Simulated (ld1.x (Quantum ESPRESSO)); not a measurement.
fluorine TM semilocal: all-electron and pseudo phase curves

```
Element                 : fluorine (F)
Generator               : ld1.x (Quantum ESPRESSO) 7.5
Type                    : norm-conserving Troullier–Martins (semilocal form)
Functional              : LDA (PZ)
Relativity              : non-relativistic
Frozen core             : [He]
Valence charge          : 7
Reference configuration : 2s2 2p4 (charge +1)
Partial waves           : 2p (bound): rc 0.75 bohr; 3d channel at 0.1 Ry: rc 0.80 bohr; 2s (bound): rc 0.55 bohr
Local potential         : the s channel
Core correction         : Bessel-smoothed model core inside 0.25 bohr
```

The phase is arctan(r·u′/u) with u = r·R(r), unwrapped; energies in Ry, scanned from -5 to 5 Ry. A pole is an energy at which the radial function vanishes at the test radius. The pseudo phase is shifted by a multiple of π to meet the all-electron one at the reference energy, and phase errors are pseudo minus all-electron; the curves can meet again beyond the range given. Levels narrower than the energy grid can be missing from the lists of poles.

Question: For each channel, where are the poles, and over which energies does the pseudopotential scatter like the atom?

Answer:

| channel | radius (bohr) | reference energy (Ry) | poles, all-electron | poles, pseudo | unbroken range about the reference energy with phases within 0.05 rad | phase error 1 Ry above the reference energy (rad) |
| --- | --- | --- | --- | --- | --- | --- |
| s | 0.90 | -3.45 | none | none | the whole range | -0.000 |
| p | 0.90 | -2.09 | 5.00 | none | the whole range | +0.000 |
| d | 0.90 | 0.10 | none | none | the whole range | +0.000 |

Phases in the d channel:

```json
{"E (Ry)": "-5.00", "all-electron": "1.209", "pseudo": "1.209"}
{"E (Ry)": "-4.74", "all-electron": "1.205", "pseudo": "1.205"}
{"E (Ry)": "-4.48", "all-electron": "1.200", "pseudo": "1.200"}
{"E (Ry)": "-4.22", "all-electron": "1.195", "pseudo": "1.195"}
{"E (Ry)": "-3.96", "all-electron": "1.190", "pseudo": "1.190"}
{"E (Ry)": "-3.70", "all-electron": "1.185", "pseudo": "1.185"}
{"E (Ry)": "-3.44", "all-electron": "1.180", "pseudo": "1.180"}
{"E (Ry)": "-3.18", "all-electron": "1.175", "pseudo": "1.175"}
{"E (Ry)": "-2.92", "all-electron": "1.169", "pseudo": "1.169"}
{"E (Ry)": "-2.66", "all-electron": "1.163", "pseudo": "1.163"}
{"E (Ry)": "-2.40", "all-electron": "1.157", "pseudo": "1.157"}
{"E (Ry)": "-2.14", "all-electron": "1.151", "pseudo": "1.151"}
{"E (Ry)": "-1.88", "all-electron": "1.144", "pseudo": "1.144"}
{"E (Ry)": "-1.62", "all-electron": "1.137", "pseudo": "1.137"}
{"E (Ry)": "-1.36", "all-electron": "1.130", "pseudo": "1.130"}
{"E (Ry)": "-1.10", "all-electron": "1.123", "pseudo": "1.123"}
{"E (Ry)": "-0.84", "all-electron": "1.115", "pseudo": "1.115"}
{"E (Ry)": "-0.58", "all-electron": "1.107", "pseudo": "1.107"}
{"E (Ry)": "-0.32", "all-electron": "1.098", "pseudo": "1.098"}
{"E (Ry)": "-0.06", "all-electron": "1.089", "pseudo": "1.089"}
{"E (Ry)": "0.20", "all-electron": "1.080", "pseudo": "1.080"}
{"E (Ry)": "0.46", "all-electron": "1.071", "pseudo": "1.071"}
{"E (Ry)": "0.72", "all-electron": "1.060", "pseudo": "1.060"}
{"E (Ry)": "0.98", "all-electron": "1.050", "pseudo": "1.050"}
{"E (Ry)": "1.24", "all-electron": "1.038", "pseudo": "1.038"}
{"E (Ry)": "1.50", "all-electron": "1.026", "pseudo": "1.026"}
{"E (Ry)": "1.76", "all-electron": "1.014", "pseudo": "1.014"}
{"E (Ry)": "2.02", "all-electron": "1.001", "pseudo": "1.001"}
{"E (Ry)": "2.28", "all-electron": "0.987", "pseudo": "0.987"}
{"E (Ry)": "2.54", "all-electron": "0.972", "pseudo": "0.972"}
{"E (Ry)": "2.80", "all-electron": "0.956", "pseudo": "0.956"}
{"E (Ry)": "3.06", "all-electron": "0.940", "pseudo": "0.940"}
{"E (Ry)": "3.32", "all-electron": "0.922", "pseudo": "0.922"}
{"E (Ry)": "3.58", "all-electron": "0.903", "pseudo": "0.903"}
{"E (Ry)": "3.84", "all-electron": "0.883", "pseudo": "0.883"}
{"E (Ry)": "4.10", "all-electron": "0.861", "pseudo": "0.862"}
{"E (Ry)": "4.36", "all-electron": "0.839", "pseudo": "0.839"}
{"E (Ry)": "4.62", "all-electron": "0.814", "pseudo": "0.814"}
{"E (Ry)": "4.88", "all-electron": "0.788", "pseudo": "0.788"}
```
